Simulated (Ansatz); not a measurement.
Al4Cl4O4⁻, that is (ClAlO)4 cubane with one electron more. Total charge -1; doublet. Geometry PBE-D4/def2-SVP, that of the neutral singlet; atoms count from 1.

Cartesian coordinates in Å:
```
Al 0.537 -0.589 -1.417
Cl 1.225 -1.343 -3.232
O -0.760 -1.377 -0.330
Al 0.294 -1.078 1.181
Cl 0.670 -2.459 2.694
O 1.581 -0.270 0.097
Al 0.768 1.393 0.334
Cl 1.754 3.178 0.762
O -0.291 1.065 -1.167
Al -1.599 0.274 -0.098
Cl -3.649 0.624 -0.224
O -0.530 0.582 1.400
```

The highest occupied level of the charge -1 doublet lies above zero (up to 0.69 eV). By energy differences its removal costs 0.65 eV (vertical, to the charge 0 singlet, at PBE0-D4/def2-TZVP); self-interaction error and the lack of diffuse functions both raise the level.

(1) Estimate the Mulliken populations from the PBE0/def2-TZVP orbitals of Ansatz.

(2) Where does the spin sit?

(3) And the Mayer bond orders between bonded heavy atoms (over 0.3)?

## Answers

(1) 
| atom | charge (e) | spin (α − β) |
| --- | --- | --- |
| Al1 | 0.47 | 0.27 |
| Cl2 | -0.31 | 0.01 |
| O3 | -0.41 | -0.03 |
| Al4 | 0.47 | 0.27 |
| Cl5 | -0.31 | 0.01 |
| O6 | -0.41 | -0.03 |
| Al7 | 0.47 | 0.27 |
| Cl8 | -0.31 | 0.01 |
| O9 | -0.41 | -0.03 |
| Al10 | 0.47 | 0.27 |
| Cl11 | -0.31 | 0.01 |
| O12 | -0.41 | -0.03 |
Mulliken values and Mayer orders depend strongly on the basis.

(2) Summed by element: Al 1.09, Cl 0.02, O -0.11, of 1 unpaired in all. Largest on single atoms: Al10 0.27, Al7 0.27, Al1 0.27.

(3) Al1–Cl2 1.08 (2.08 Å); Al1–O3 0.73 (1.87 Å); Al1–O6 0.73 (1.87 Å); Al1–O9 0.73 (1.87 Å); O3–Al4 0.73 (1.87 Å); O3–Al10 0.73 (1.87 Å); Al4–Cl5 1.08 (2.08 Å); Al4–O6 0.73 (1.87 Å); Al4–O12 0.73 (1.87 Å); O6–Al7 0.73 (1.87 Å); Al7–Cl8 1.08 (2.08 Å); Al7–O9 0.73 (1.87 Å); Al7–O12 0.73 (1.87 Å); O9–Al10 0.73 (1.87 Å); Al10–Cl11 1.08 (2.08 Å); Al10–O12 0.73 (1.87 Å).
